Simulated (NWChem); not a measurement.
System: BNH₃ anion

NWChem input:

```
start job
memory heap 200 mb stack 900 mb global 1100 mb
charge -1
geometry units angstroms noautosym nocenter noautoz
  B     -0.021558     0.655288     0.000000
  N     -0.114102    -0.710380     0.000000
  H     -1.040302     1.370389     0.000000
  H      1.047796     1.308636     0.000000
  H      0.812190    -1.149019     0.000000
end
basis spherical
  * library 6-31g*
end
dft
  xc xcamb88 1.00 lyp 0.81 vwn_5 0.19 hfexch 1.00
  cam 0.33 cam_alpha 0.19 cam_beta 0.46
  iterations 150
end
property
  efieldgrad
end
task dft property
```

Output (shortened):

```
             Northwest Computational Chemistry Package (NWChem) 7.3.0
             --------------------------------------------------------

                             Geometry "geometry" -> ""
                             -------------------------

 Output coordinates in angstroms (scale by  1.889725989 to convert to a.u.)

  No.       Tag          Charge          X              Y              Z
 ---- ---------------- ---------- -------------- -------------- --------------
    1 B                    5.0000    -0.02155800     0.65528800     0.00000000
    2 N                    7.0000    -0.11410200    -0.71038000     0.00000000
    3 H                    1.0000    -1.04030200     1.37038900     0.00000000
    4 H                    1.0000     1.04779600     1.30863600     0.00000000
    5 H                    1.0000     0.81219000    -1.14901900     0.00000000

 Effective nuclear repulsion energy (a.u.)      26.5669771379

                              NWChem Property Module
                              ----------------------

  itol2e modified to match energy
  convergence criterion.

                                 NWChem DFT Module
                                 -----------------

 Summary of "ao basis" -> "ao basis" (spherical)
 ------------------------------------------------------------------------------
       Tag                 Description            Shells   Functions and Types
 ---------------- ------------------------------  ------  ---------------------
 B                           6-31g*                  6       14   3s2p1d
 N                           6-31g*                  6       14   3s2p1d
 H                           6-31g*                  2        2   2s

  itol2e modified to match energy
  convergence criterion.

            General Information
            -------------------
          SCF calculation type: DFT
          Wavefunction type:  closed shell.
          No. of atoms     :     5
          No. of electrons :    16
           Alpha electrons :     8
            Beta electrons :     8
          Charge           :    -1
          Spin multiplicity:     1
          Use of symmetry is: off; symmetry adaption is: off
          Maximum number of iterations: 150
          AO basis - number of functions:    34
                     number of shells:    18
          Convergence on energy requested:  1.00D-07
          Convergence on density requested:  1.00D-05
          Convergence on gradient requested:  5.00D-04

[...]

          -----------------------
          Electric field gradient
          -----------------------

 1 a.u. = 0.324123 10**(16) esu/cm**3  ( or statvolts/cm**2 ) = 0.97174 10**(22) v/m**2

 ------------------------------------------------------------
   Atom      X         Y         Z
 ------------------------------------------------------------
    1 B   -0.04074   1.23831   0.00000
 ------------------------------------------------------------

 Electric field gradient in molecular frame (a.u.)
         XX             YY             ZZ             XY             XZ             YZ
 ------------------------------------------------------------------------------------------
        0.039804       0.202959      -0.242763      -0.010305      -0.000000      -0.000000

 Principal components (a.u.) and orientation
 of principal axis w.r.t. absolute frame                      Asymmetry parameter eta
 --------------------------------------------------------------------------------------
       -0.242763       0.203607       0.039156                       0.677417

        0.000000      -0.062788       0.998027
        0.000000       0.998027       0.062788
        1.000000      -0.000000      -0.000000

 ------------------------------------------------------------
   Atom      X         Y         Z
 ------------------------------------------------------------
    2 N   -0.21562  -1.34242   0.00000
 ------------------------------------------------------------

 Electric field gradient in molecular frame (a.u.)
         XX             YY             ZZ             XY             XZ             YZ
 ------------------------------------------------------------------------------------------
       -0.016314       0.258607      -0.242293       0.593936      -0.000000      -0.000000

 Principal components (a.u.) and orientation
 of principal axis w.r.t. absolute frame                      Asymmetry parameter eta
 --------------------------------------------------------------------------------------
        0.730781      -0.488489      -0.242293                       0.336894

        0.622302       0.782777      -0.000000
        0.782777      -0.622302       0.000000
       -0.000000       0.000000       1.000000

 ------------------------------------------------------------
   Atom      X         Y         Z
 ------------------------------------------------------------
    3 H   -1.96589   2.58966   0.00000
 ------------------------------------------------------------

 Electric field gradient in molecular frame (a.u.)
         XX             YY             ZZ             XY             XZ             YZ
 ------------------------------------------------------------------------------------------
       -0.091570       0.002290       0.089280       0.131237       0.000000      -0.000000

 Principal components (a.u.) and orientation
 of principal axis w.r.t. absolute frame                      Asymmetry parameter eta
 --------------------------------------------------------------------------------------
       -0.184015       0.094735       0.089280                       0.029646

        0.817531       0.575884       0.000000
       -0.575884       0.817531       0.000000
       -0.000000      -0.000000       1.000000

 ------------------------------------------------------------
   Atom      X         Y         Z
 ------------------------------------------------------------
    4 H    1.98005   2.47296   0.00000
 ------------------------------------------------------------

[...]
```

Level: CAM-B3LYP/6-31G* (spherical d). Sets without diffuse functions describe the anion's extra electron poorly. The geometry was optimised at B3LYP/def2-SVPD. NWChem prints the field gradient with the sign opposite to the second derivative of the potential.
